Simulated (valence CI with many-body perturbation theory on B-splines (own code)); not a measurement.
**Valence orbitals of Eu49+**

Method: valence CI with perturbative core correlation (CI+MBPT): four valence electrons over a frozen Dirac-Fock core [Ne], a basis of 11 s, 11 p, 9 d, 7 f, 5 g, 2 h, 1 i functions for each j, with the one-electron correlation potential Σ1 (screened to all orders), the two-electron term Σ2, the three-electron term Σ3, Breit, model QED; selected single and double excitations, second order for the rest (own B-spline code, finite nucleus).

No measured spectrum was set against this ion. As an estimate, large intervals hold to a few tenths of a per cent, small ones and those within an open d or f shell to about a per cent.

These are the spectroscopic orbitals of the CI (the correlating ones are not listed), shaped by the core and the other valence electrons. h is the expectation value of the core's Dirac-Fock operator, without the valence repulsion; Σ1 is computed up to l = 3 at one energy for each symmetry, that of its lowest orbital but kept below the first core excitation, so for empty shells it is not the orbital's own correlation shift; Breit and QED include the response of the core.

```csv
Orbital,h (hartree),Σ1 (cm⁻¹),Breit (cm⁻¹),QED (cm⁻¹),⟨r⟩ (bohr)
3s1/2,-177.98,-6931,26311,21223,0.2267
4s1/2,-96.852,-2325,10186,8478,0.4199
5s1/2,-60.758,-1064,4865,4140,0.6748
6s1/2,-41.635,-581,2723,2332,0.9889
3p1/2,-173.35,-8962,44038,466,0.2142
4p1/2,-94.923,-2947,17128,201,0.4110
5p1/2,-59.789,-1356,8312,102,0.6685
6p1/2,-41.081,-743,4679,58.9,0.9853
3p3/2,-166.82,-7938,25424,2488,0.2237
4p3/2,-92.255,-2697,9862,1005,0.4238
5p3/2,-58.449,-1258,5157,500,0.6845
6p3/2,-40.316,-695,2911,285,1.004
3d3/2,-161.13,-9787,20366,-664,0.1923
4d3/2,-90.076,-2729,7308,-219,0.3969
5d3/2,-57.38,-1216,3473,-101,0.6611
3d5/2,-159.61,-8890,9763,186,0.1952
4d5/2,-89.421,-2470,3467,124,0.4005
5d5/2,-57.043,-1102,1687,71.1,0.6655
4f5/2,-88.244,-2365,721,-108,0.3499
5f5/2,-56.457,-1148,491,-57.9,0.6175
4f7/2,-87.966,-2267,197,44.7,0.3517
5f7/2,-56.313,-1096,134,20.2,0.6196
5g7/2,-56.193,,16.0,-25.1,0.5455
5g9/2,-56.109,,2.8,18.8,0.5467
```

Among the shells of the start configuration 3s2 3p2, Σ1 is largest in size for 3p1/2, where it is 0.024 % of h.

Lowest root of each symmetry, sizes in configuration state functions:

| J | Parity | Roots | Reference | Variational | Second order | Change by selected CI (cm⁻¹) | Change by second order (cm⁻¹) |
| --- | --- | --- | --- | --- | --- | --- | --- |
| 0 | even | 8 | 39 | 17547 | 38271 | -10215 | 0 |
| 1 | even | 10 | 69 | 39993 | 125041 | -8872 | -3 |
| 2 | even | 15 | 97 | 39997 | 202091 | -9957 | -28 |
| 3 | even | 9 | 70 | 39997 | 237806 | -11854 | -32 |
| 4 | even | 5 | 51 | 39995 | 193821 | -11366 | -35 |
| 5 | even | 2 | 19 | 23441 | 127926 | -11390 | -19 |
| 0 | odd | 3 | 28 | 11973 | 24012 | -9548 | -3 |
| 1 | odd | 8 | 72 | 34631 | 103738 | -11103 | -4 |
| 2 | odd | 9 | 83 | 40000 | 148804 | -8507 | -8 |
| 3 | odd | 5 | 67 | 39997 | 198998 | -13793 | -15 |
| 4 | odd | 2 | 41 | 28804 | 149216 | -12607 | -13 |
